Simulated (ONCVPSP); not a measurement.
# Transferability test, ONCV potential for germanium

ONCVPSP 4.0.1 input, shortened (lines: element, Z, core and valence counts, functional; n l f; lmax; l rc ep ncon nbas qcut; lloc lpopt rc5 dvloc0; l nproj debl; icmod fcfact rcfact), LDA (Perdew-Wang 92), scalar-relativistic:

```
  Ge 32.00    3    4  -001012      upf
    1    0    2.00
    2    0    2.00
    2    1    6.00
    3    0    2.00
    3    1    6.00
    3    2   10.00
    4    0    1.00
    2
    0    1.10    0.00    4    8   13.30
    1    0.80    0.00    5    8   21.90
    2    1.20    0.00    5   10   12.60
    4    5    0.50    2.00
    0    2    3.10
    1    2    0.50
    2    3    3.30
    3    3.75    1.80
```

In the p channel the program set the typed energies aside and used -5.495, 0.250 Ha.

Energies are relative to the spin-unpolarised reference configuration 3s2 3p6 3d10 4s1; without spin polarisation the order of configurations can differ from experiment.

(1) Give the all-electron excitation energy and the error of the potential for: 3s2 3p6 3d10 4s2 4p2; 3s2 3p6 3d10 4s2 4p1; 3s2 3p6 3d10 4s2; 3s2 3p6 3d10 4s1 4p3.

Answers

(1)

| valence configuration | charge | ΔE all-electron (eV) | error AE − PS (meV) |
| --- | --- | --- | --- |
| 3s2 3p6 3d10 4s2 4p2 | 0 | -58.555 | +5.7 |
| 3s2 3p6 3d10 4s2 4p1 | +1 | -50.925 | +4.5 |
| 3s2 3p6 3d10 4s2 | +2 | -35.215 | +2.6 |
| 3s2 3p6 3d10 4s1 4p3 | 0 | -50.509 | +5.5 |
